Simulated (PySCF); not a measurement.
AsH4In, SMILES [AsH2][InH2]. Atoms are numbered in the order given.

```xyz
6

In     1.0362     0.0027     0.0000
As    -1.5537    -0.0618     0.0000
H     -1.6233     0.9843     1.1017
H     -1.6233     0.9843    -1.1017
H      1.8726    -0.0294     1.5072
H      1.8726    -0.0294    -1.5072
```

The structure is a stationary point at r2SCAN-D4/def2-TZVP. The def2 effective core potentials stand for the cores of In; spin–orbit coupling is left out.

Method: r2SCAN-D4/def2-TZVP run with PySCF.

Frequencies are harmonic and unscaled.

| mode | ν (cm⁻¹) | IR (km/mol) | Raman (Å⁴/amu) | depolarisation | moving atoms (share of kinetic energy) |
|---|---|---|---|---|---|
| 1 | 159 | 2.2 | 9.6 | 0.75 | H 99 % |
| 2 | 212 | 7.1 | 12.9 | 0.18 | As 60 %, In 39 % |
| 3 | 303 | 28.8 | 4.9 | 0.75 | H 98 % |
| 4 | 401 | 43.9 | 6.1 | 0.29 | H 99 % |
| 5 | 556 | 55.5 | 6.5 | 0.70 | H 96 % |
| 6 | 585 | 3.5 | 1.3 | 0.75 | H 98 % |
| 7 | 591 | 259.5 | 17.8 | 0.66 | H 99 % |
| 8 | 987 | 22.7 | 14.7 | 0.69 | H 99 % |
| 9 | 1789 | 193.5 | 423.1 | 0.08 | H 100 % |
| 10 | 1797 | 295.0 | 162.4 | 0.75 | H 99 % |
| 11 | 2191 | 57.3 | 179.3 | 0.12 | H 99 % |
| 12 | 2206 | 73.1 | 117.7 | 0.75 | H 99 % |
